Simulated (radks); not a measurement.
The numbers below are computed, except where a source is named.
All-electron atom: Xe X in [Kr] 4d9. Level of theory: scalar-relativistic Kohn-Sham, PBE, spin-polarised, spherical densities, finite nucleus; open shells are filled with parallel spins first (spin-orbit coupling, left out, can overturn this in heavy ions); Fermi nuclear charge, rms radius 4.7859 fm (a radial shooting solver on a logarithmic mesh with Libxc functionals).

Radial electron density D(r) = 4 pi r^2 rho(r):

r (bohr),D(r) (e/bohr),spin D(r)
0.002254,8.153,-0.0000363
0.002911,12.15,-0.0000539
0.003761,17.75,-0.0000783
0.004819,24.96,-0.000109
0.006225,34.33,-0.000149
0.008042,45.19,-0.000193
0.01039,56.29,-0.000234
0.01331,65.21,-0.000259
0.0172,70.05,-0.000234
0.02221,69.05,-0.0000550
0.02869,64.11,0.000667
0.03677,61.30,0.00314
0.0475,67.02,0.0114
0.06135,80.96,0.0350
0.07925,91.06,0.0919
0.1016,85.26,0.197
0.1312,69.64,0.349
0.1695,66.18,0.460
0.2189,75.82,0.383
0.2805,70.39,0.122
0.3624,43.12,0.00773
0.4681,25.46,0.467
0.6046,27.93,1.24
0.7748,26.85,1.48
1.001,14.95,0.976
1.293,4.598,0.350
1.67,0.7482,0.0634
2.14,0.06145,0.00547
2.765,0.001699,0.000147

D(r) has 4 maxima, at r = 0.0186, 0.0825, 0.237, 0.676 bohr, and minima at 0.0362, 0.155, 0.495 bohr, inside which lie 1.98, 11.15, 28.94 electrons.
